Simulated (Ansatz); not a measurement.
Stepwise reaction of `[F][Ti]([F])([Cl])[Cl]` with hydrogen fluoride, as a gas-phase model of exchange steps in deposition or etching. ΔE in kJ/mol; ΔG adds harmonic PBE0-D4 terms to CCSD(T)/CBS, at 1 bar.

Program: Ansatz. Geometries: PBE0-D4/def2-TZVP. ΔE: electronic, gas phase. CBS: MP2 limit from def2 TZ/QZ plus the TZ coupled-cluster correction, frozen cores. This one scheme is used for every species. Functionals use def2-TZVPP. B3LYP here is the variant with VWN-RPA as its local correlation; programs differ in this. For Ti outer-core shells are correlated without core-valence functions, which leaves a few kJ/mol of doubt a bond. Scalar relativity is left out up to krypton.

| step | reaction | PBE-D4 | B3LYP-D4 | ωB97M-V | CCSD(T)/CBS | ΔG(600 K) |
| --- | --- | --- | --- | --- | --- | --- |
| 1 | `[F][Ti]([F])([Cl])[Cl]` + H–F → `[F][Ti]([F])([F])[Cl]` + HCl | -22.0 | -22.1 | -26.2 | -12.4 | -16.3 |
| 2 | `[F][Ti]([F])([F])[Cl]` + H–F → `[F][Ti]([F])([F])[F]` + HCl | -23.1 | -23.4 | -26.8 | -15.2 | -14.1 |

(1) By hand: ΔE of the 2 steps together at CCSD(T)/CBS.

Answers

(1) (-12.4) + (-15.2) = -27.6 kJ/mol, or -13.8 kJ/mol a step.

In ΔE the steps differ by no more than 2.8 kJ/mol. All are downhill at CCSD(T)/CBS. ΔG lies between -16.3 and -14.1 kJ/mol a step. PBE-D4 differs from CCSD(T)/CBS by -9.6 to -7.9 kJ/mol a step. Isolated molecules leave out the surface, adducts and barriers. Largest T1 diagnostic: 0.024.
